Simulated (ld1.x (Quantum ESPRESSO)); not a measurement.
**B (Z = 5): one change to a TM potential, before and after**

ld1.x (Quantum ESPRESSO) 7.5 input, shortened:

```
&input
   title='B', zed=5., rel=1, dft='PW91', iswitch=3,
   config='[He] 2s2 2p1 3d-2'
 /
 &inputp
   pseudotype=2, tm=.true., lloc=0,
   nlcc=.true., new_core_ps=.true., rcore=0.65
 /
3
2P  2  1   1.00   0.00  2.95  2.95  0.0
3D  3  2  -2.00   0.50  2.25  2.25  0.0
2S  1  0   2.00   0.00  1.30  1.30  0.0
 &test
   configts(1)='2s2 2p1'
 /
```

Change: all radii but the core radius scaled by about 1.15 (s 1.50, p 3.38, d 2.58 bohr).

Cutoffs: the cutoffs (Ry, on a coarse ladder) from which the occupation-weighted sum of valence levels, in a spherical-Bessel basis at the reference potential, stays within 10 and 1 mRy of its value at 400 Ry; they do not see the model core or the augmentation charge, which bear on the density cutoff. Errors are all-electron minus pseudo energies relative to the spin-unpolarised reference configuration.

**Question.** Predict the effect on cutoff, ghosts and configuration errors.

**Answer.** The potential gets softer (21 Ry and 55 Ry → 18 Ry and 50 Ry); of the 7 tests that both files solve, the error grows in 7 and shrinks in 0 by more than 15 % and 0.3 meV (median size 43.7 → 70.1 meV); neither file shows a bound ghost. A larger radius leaves more room for a smooth pseudo-wave, so fewer plane waves are needed. More of the atom is replaced by a form fitted at one configuration, so other configurations suffer.

| quantity | base | changed |
| --- | --- | --- |
| cutoff, loose | 21 Ry | 18 Ry |
| cutoff, tight | 55 Ry | 50 Ry |
| loose cutoff by channel (10 mRy a level) | p 12 Ry, s 18 Ry | p 10 Ry, s 18 Ry |
| bound ghosts | none | none |
| error for 2s2 2p0, meV [ΔE 8.27 eV] | +78 | +127 |
| error for 2s1 2p0, meV [ΔE 33.74 eV] | +252 | +379 |
| error for 2s2 2p0.5, meV [ΔE 2.91 eV] | +11 | +18 |
| error for 2s1 2p1, meV [ΔE 14.41 eV] | -44 | -70 |
| error for 2s0 2p3, meV [ΔE 11.72 eV] | -71 | -119 |
| error for 2s2 2p1.3, meV [ΔE -0.75 eV] | +1.0 | +1.8 |
| error for 2s1 2p2, meV [ΔE 5.85 eV] | -18 | -30 |
